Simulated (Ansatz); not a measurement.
Computed with Ansatz on PBE0-D4/def2-TZVP structures; ΔE is electronic, products minus reactants. CBS: MP2 limit from def2 TZ/QZ plus the TZ coupled-cluster correction, frozen cores. This one scheme is used for every species. Functionals use def2-TZVPP. HSE06 is defined as in plane-wave codes. For Ga outer-core shells are correlated without core-valence functions, which leaves a few kJ/mol of doubt a bond. Scalar relativity is left out up to krypton. Each species was taken in one conformer, which may not be the lowest.

Reaction (ligand exchange at a Ga–C bond): `C=C[CH2][GaH][Cl]` + `N=C=O` → `O=C=[N][GaH][Cl]` + `C=CC`

`C=C[CH2][GaH][Cl]`:

Cartesian coordinates in Å:
```
C 1.421 0.958 0.158
C 0.958 -0.292 0.169
C -0.350 -0.727 0.732
Ga -1.518 -0.355 -0.812
Cl -2.653 1.473 -0.640
H 0.874 1.771 0.625
H 2.367 1.201 -0.309
H 1.547 -1.063 -0.325
H -0.676 -0.107 1.566
H -0.352 -1.777 1.022
H -1.618 -1.082 -2.186
```

`N=C=O`:

Cartesian coordinates in Å:
```
N -0.422 0.434 0.469
C 0.281 -0.400 -0.050
O 0.961 -1.264 -0.422
H -0.821 1.230 0.003
```

`O=C=[N][GaH][Cl]`:

Cartesian coordinates in Å:
```
O 2.199 -1.247 -1.194
C 1.219 -1.006 -0.617
N 0.198 -0.830 -0.005
Ga -0.959 0.475 0.531
Cl -0.440 2.452 -0.075
H -2.216 0.155 1.360
```

`C=CC`:

Z-matrix (Å, degrees):
```
C
C 1 1.490
H 1 1.095 2 111.0
H 1 1.095 2 111.0 3 118.3
H 1 1.092 2 111.5 3 -120.8
C 2 1.325 1 125.1 3 120.8
H 2 1.088 1 116.2 3 -59.2
H 6 1.084 2 121.6 1 -180.0
H 6 1.086 2 121.4 1 0.0
```

```json
{"level": "LDA (SPW92)", "ΔE (eV)": "-0.75"}
{"level": "PBE-D4", "ΔE (eV)": "-0.78"}
{"level": "revPBE-D4", "ΔE (eV)": "-0.78"}
{"level": "ωB97M-V", "ΔE (eV)": "-0.92"}
{"level": "HSE06", "ΔE (eV)": "-0.90"}
{"level": "BHLYP", "ΔE (eV)": "-1.07"}
{"level": "SCS-MP2/def2-QZVPP", "ΔE (eV)": "-0.98"}
{"level": "HF/CBS(def2)", "ΔE (eV)": "-1.28"}
```

**Question.** What does CCSD(T)/CBS give? (Estimate.)

**Answer.** The calculation gave: -0.91 eV. The listed levels differ from it by 0.16, 0.13, 0.13, -0.01, 0.01, -0.16, -0.07, -0.37 eV.

Largest T1 diagnostic among the species: 0.018.

From BLYP to BHLYP (50 % exact exchange), in def2-TZVPP and without D4, ΔE moves by −0.15 eV. At CCSD(T), def2-SVP lies −0.18 eV from the extrapolated value and def2-TZVPP −0.05 eV.
